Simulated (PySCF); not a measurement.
C3H7N, SMILES N(=C/C)/C.

The structure is a stationary point at r2SCAN-D4/def2-SVP. The structure was generated by enumeration; whether it is a known compound was not checked.

These are M06-2X/def2-TZVP (PySCF) values and carry that method's errors.

| Quantity | Value |
|---|---|
| total energy | -173.23339 hartree |
| point group | Cs |
| highest occupied level | -8.36 eV |
| lowest empty level | 1.17 eV |
| orbital gap | 9.53 eV |
| dipole moment | 2.00 D |
| quadrupole, principal values (traceless, Buckingham form, about the centre of nuclear charge) | -4.39, -0.39, 4.78 D·Å |
| mean static polarisability | 45.7 bohr³ (6.77 Å³) |
| polarisability, principal values | 34.9, 41.9, 60.2 bohr³ |
